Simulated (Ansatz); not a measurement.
Basis sets compared for CsBr2⁻ (the lowest singlet isomer of a short search). Total charge -1; singlet. Geometry PBE0-D4/def2-TZVPD. Ansatz on 4 threads of Arm Neoverse V1 on a shared host; times are rough, and most runs start from earlier orbitals.

Cartesian coordinates in Å:
```
Cs 0.0000 -0.0005 -0.0002
Br 0.6456 -0.9698 3.1460
Br -0.6456 0.9702 -3.1458
```

In the def2 sets Cs takes a core potential; there is no spin–orbit coupling. The structure comes from a short search, and lower isomers may exist.

```
            level  functions  energy (Eh)  HOMO (eV)  LUMO (eV)  wall time
 PBE-D4/def2-SVPD        109   -5167.3063      -1.55       1.56      1.2 s
PBE0-D4/def2-SVPD        109   -5167.4821      -2.71       1.59      1.6 s
```

Q: Estimate the rows for PBE-D4/def2-TZVPD, PBE0-D4/def2-TZVPD.

A: 
```csv
level,functions,energy (Eh),HOMO (eV),LUMO (eV),wall time
PBE-D4/def2-TZVPD,146,-5167.9222,-1.54,1.65,1.8 s
PBE0-D4/def2-TZVPD,146,-5168.0972,-2.69,2.05,2.5 s
```
